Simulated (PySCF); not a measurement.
Bi(Et)(OH)2 (C₂H₇BiO₂), SMILES C[CH2][Bi]([OH])[OH].

Coordinates come from a B3LYP-D3(BJ)/def2-SVP optimisation. The structure was generated by enumeration; whether it is a known compound was not checked. The def2 effective core potentials stand for the cores of Bi; spin–orbit coupling is left out. One conformer was computed; it need not be the lowest.

Vertical ionisation energy (IE) and electron affinity (EA) in eV. Rows of orbital energies are one-electron estimates. Where ΔSCF, EOM or ADC give a negative EA the extra electron is unbound and the value depends on the basis.

| level | IE | EA |
|---|---|---|
| −ε(HOMO), −ε(LUMO), CAM-B3LYP/def2-TZVP (PySCF) | 8.39 | 0.01 |
| −ε(HOMO), −ε(LUMO), PBE/def2-TZVP (PySCF) | 5.92 | 1.65 |
